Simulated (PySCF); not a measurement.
C₃H₁₂Si₃, SMILES [SiH3][SiH2][SiH]1CCC1.

Coordinates come from a PBE0-D3(BJ)/def2-SVP optimisation. This is a generated structure with no PubChem entry under its InChIKey; it may be hypothetical. One conformer was computed; it need not be the lowest.

Calculation: PBE/def2-TZVP (PySCF).

Isolated molecule, no solvent.

| Property | Value |
|---|---|
| total energy | -989.43499 hartree |
| point group | Cs |
| highest occupied level | -6.34 eV |
| lowest empty level | -0.99 eV |
| orbital gap | 5.35 eV |
| dipole moment | 0.83 D |
| quadrupole, principal values (traceless, Buckingham form, about the centre of nuclear charge) | -2.42, 1.05, 1.37 D·Å |
